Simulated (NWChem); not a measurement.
# CH$_{5}$Ga; SMILES [GaH2][CH3]

```xyz
7

Ga    -0.0060     0.4112     0.0053
H     -1.3512     1.1857     0.2818
H      1.3045     1.2397    -0.2758
C      0.0009    -1.5561    -0.0010
H     -0.5011    -1.9490     0.8976
H      1.0124    -1.9821    -0.0604
H     -0.5774    -1.9189    -0.8679
```
Atoms are numbered in this order, from 1.

Program: NWChem. Pople sets run with spherical d functions. The geometry was optimised at PBE0/def2-SVP. Vzz is the largest principal value of the second derivative of the potential at the nucleus (NWChem prints the opposite sign); η is the asymmetry. Non-relativistic.

```tsv
level	Vzz Ga1 (a.u.)	η Ga1
B3LYP/cc-pVTZ	(withheld)	0.06
B3LYP/6-31G*	3.054	0.06
Hartree-Fock/def2-TZVP	4.089	0.08
Hartree-Fock/6-31G*	3.196	0.11
```

### Question
Fill in the missing entries.

### Answer

- B3LYP/cc-pVTZ, Vzz Ga1 (a.u.): 3.726
